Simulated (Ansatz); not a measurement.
Ansatz (a program for electronic structure) input (PBE/def2-TZVPPD): A basis named .json is the Basis Set Exchange file of that set (core-valence sets with the plain set on hydrogen).

Ansatz 0.2 input:
```yaml
crystal:
  periodic: [false, false, false]
  atoms:
    - {symbol: Br, position_ang: [-0.00000000, -0.00000000, -0.03957855]}
    - {symbol: H, position_ang: [0.00000000, 0.00000000, 1.38524928]}
basis:
  gaussian:
    orbitals: def2-TZVPPD.json
hamiltonian:
  xc: {name: PBE}
output: {forces: true}
magnetization: {spin_polarized: false}
```

Output:

```
Functional definition: PBE
integrals: 0.01 GiB planned
479 factors; their error is unknown
mean field: 0.14 GiB planned
mean field evaluation 1: about -70051.9741 eV, gradient 1.0e1 eV
mean field evaluation 2: about -70052.0555 eV, gradient 6.5e0 eV
mean field evaluation 4: about -70052.1690 eV, gradient 2.1e-1 eV
mean field evaluation 8: about -70052.1636 eV, gradient 1.7e-1 eV
mean field -70052.16363217 eV, -2574.3695304203 hartree, gradient 6.3e-5 eV, S^2 0.000000; 0 other end points of the search recorded, 0 dependent functions left out
the calculation of the forces begins
reference -70052.16367561 eV, -2574.3695320167 hartree; 18, 18 occupied and 56, 56 virtual orbitals, 479 factors
Total energy: -70052.16367561 eV, -2574.3695320167 hartree
Atom 0 at    -0.000000    -0.000000    -0.039579 Å, force     0.000000    -0.000000    -0.183548 eV/Å
Atom 1 at     0.000000     0.000000     1.385249 Å, force    -0.000000     0.000000     0.183548 eV/Å
Dipole moment:     0.000000     0.000000     0.171317 e Å
```
